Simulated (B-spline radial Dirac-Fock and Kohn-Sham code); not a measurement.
## X-ray lines that fill the M3 vacancy in As⁴⁺

System: the As⁴⁺ ion in the configuration [Ar] 3d10 4s1, inside a Watson sphere of charge -4 and radius 2.2 Å (a model of the Madelung potential; inside it an electron's potential energy is raised by 26.2 eV).

The run's input, task.json:

```json
{"items": [{
  "Z": 33,
  "q": 4,
  "cfg": [[1, 0, 2], [2, 0, 2], [2, 1, 6], [3, 0, 2], [3, 1, 6], [3, 2, 10], [4, 0, 1]],
  "A": 75,
  "rrms": 4.0968,
  "watson": [-4, 2.2],
  "do": ["binding", "quiet", "decay"],
  "holes": ["K", "L1", "L2", "L3", "M1", "M2", "M3", "M4", "M5"]
}]}
```

Command: `python xray_run.py task.json out`

Level of theory: independent-particle radiative and Coulomb Auger rates from relativistic LDA hole-state orbitals, with Dirac-Fock energies; an atomic code on a B-spline grid.

```csv
line,multipole,energy (eV),width (meV),share (%)
M3-M4,E1,102.7,0.0182,9.04
M3-M5,E1,103.4,0.168,83.4
M3-N1,E1,143.6,0.0152,7.53
```

The listed lines hold 100.0 % of the radiative rate. The radiative width is 0.000202 eV in the length form and 0.000162 eV in the velocity form; the two differ because the transition energies are not eigenvalue differences of the potential that gave the orbitals.

Values without a named source are computed, but for edge energies of neutral atoms, which are taken from tables.
